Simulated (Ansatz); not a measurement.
**Relative stability**

Two relaxed structures of AlBSiNH5, singlet (PBE0-D4/def2-TZVP; forces vanish, vibrations not checked).

A:

Si1  (0.427, 1.287, -1.106)
B2  (0.019, -0.097, 0.276)
N3  (-0.652, -1.322, 0.334)
Al4  (-0.059, -1.071, 2.031)
H5  (-0.117, 0.962, -2.459)
H6  (-0.142, 2.601, -0.692)
H7  (1.902, 1.455, -1.237)
H8  (-1.121, -1.796, -0.430)
H9  (-0.257, -2.017, 3.282)
(Å)

B:

Si1  (-0.964, -1.651, -0.147)
B2  (-0.017, -0.050, 0.042)
N3  (0.451, 1.190, -0.811)
Al4  (-0.046, -0.956, 1.840)
H5  (0.154, 1.123, -1.783)
H6  (0.073, 2.050, -0.419)
H7  (1.466, 1.270, -0.790)
H8  (-1.658, -2.348, -1.288)
H9  (0.240, -1.182, 3.390)
(Å)

Computed with Ansatz 0.2.0 (basis: def2-TZVPP); correlated methods freeze the cores. B3LYP uses VWN-RPA correlation.

Task: Which structure is lower at CCSD(T), and by how much? (To be estimated.)

Result: By the calculation: A, by 42.02 kcal/mol (electronic energy, against the other). By their contacts, A is AlBSiNH₅ ([SiH3][B]1[NH][AlH]1) and B is AlBSiNH₅ ([NH3][B]1[AlH][SiH]1).

All methods give the same order:

```
   method  E(B) − E(A) (kcal/mol)
   PBE-D4                   36.04
r2SCAN-D4                   40.01
  PBE0-D4                   37.62
 B3LYP-D4                   45.91
  wB97M-V                   45.67
       HF                   54.54
      MP2                   41.09
     CCSD                   44.76
  CCSD(T)                   42.02
```

The T1 diagnostic stays at or below 0.015.

Labels in which every atom is bracketed show which atoms are joined, not bond orders.

For scale, one of the runs: CCSD(T)/def2-TZVPP, 216 basis functions, launched by `ansatz run in.yaml --threads 2 --pin off --events-out ev --progress --plain --max-ram 4352MiB`. Hardware: 2 CPU threads of an Arm Neoverse V1, shared host. Wall time 77 s; peak host memory 2.9 GiB.
